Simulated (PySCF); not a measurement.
Molecule: `InChI=1S/C2HF5S/c1-2-8(3,4,5,6)7/h1H`.

Geometry:
```json
{"atom": "C1", "x (Å)": "2.165", "y (Å)": "-0.083", "z (Å)": "-0.003"}
{"atom": "C2", "x (Å)": "0.961", "y (Å)": "-0.034", "z (Å)": "-0.004"}
{"atom": "S3", "x (Å)": "-0.771", "y (Å)": "0.031", "z (Å)": "-0.004"}
{"atom": "F4", "x (Å)": "-0.860", "y (Å)": "-1.539", "z (Å)": "-0.282"}
{"atom": "F5", "x (Å)": "-0.746", "y (Å)": "1.604", "z (Å)": "0.275"}
{"atom": "F6", "x (Å)": "-2.366", "y (Å)": "0.088", "z (Å)": "-0.002"}
{"atom": "F7", "x (Å)": "-0.810", "y (Å)": "-0.247", "z (Å)": "1.569"}
{"atom": "F8", "x (Å)": "-0.796", "y (Å)": "0.312", "z (Å)": "-1.576"}
{"atom": "H9", "x (Å)": "3.240", "y (Å)": "-0.125", "z (Å)": "0.002"}
```

Geometry PBE0-D3(BJ)/def2-SVP throughout; GIAO in PySCF, gas phase, one conformer, non-relativistic; equivalent atoms averaged; basis pcSseg-1.

(1) How do the absolute shieldings σ depend on the functional? (ppm; last column core-seconds on shared hosts with different chips, so compare them loosely; the GGAs took longer than the global hybrids here, which isn't the general rule, and the cause wasn't traced)

(2) Which nucleus moves most, in ppm?

Answers

(1) 
| functional | kind | C2 | C1 | S3 | F6 | F7/F8 | F4/F5 | H9 | core-s |
| --- | --- | --- | --- | --- | --- | --- | --- | --- | --- |
| BLYP | GGA | 87.3 | 111.0 | 287.1 | 38.8 | 47.2 | 47.2 | 28.85 | 15 |
| BP86 | GGA | 91.3 | 112.9 | 303.2 | 41.1 | 48.1 | 48.2 | 28.65 | 15 |
| OPBE | GGA | 101.9 | 120.3 | 343.1 | 59.8 | 66.3 | 66.4 | 28.57 | 15 |
| KT3 | GGA | 103.1 | 123.4 | 345.5 | 58.8 | 63.8 | 63.9 | 28.61 | 16 |
| B97-D | GGA | 94.7 | 116.9 | 310.7 | 49.1 | 58.2 | 58.3 | 28.81 | 15 |
| PBE0 | global hybrid | 97.3 | 111.9 | 346.5 | 68.7 | 74.4 | 74.5 | 28.44 | 13 |
| BHandHLYP | global hybrid | 98.4 | 109.5 | 369.0 | 88.5 | 94.7 | 94.8 | 28.42 | 11 |
| LC-wPBE | range-separated hybrid | 100.1 | 109.0 | 357.2 | 82.3 | 90.8 | 90.9 | 28.35 | 19 |

(2) S3 (sulfur bonded to C, 5 F): from 287.1 ppm with BLYP to 369.0 ppm with BHandHLYP. The smallest spread is 0.50 ppm, at H9. Proton shifts span only some 12 ppm, so a few tenths of a ppm matter as much there as several ppm in carbon.
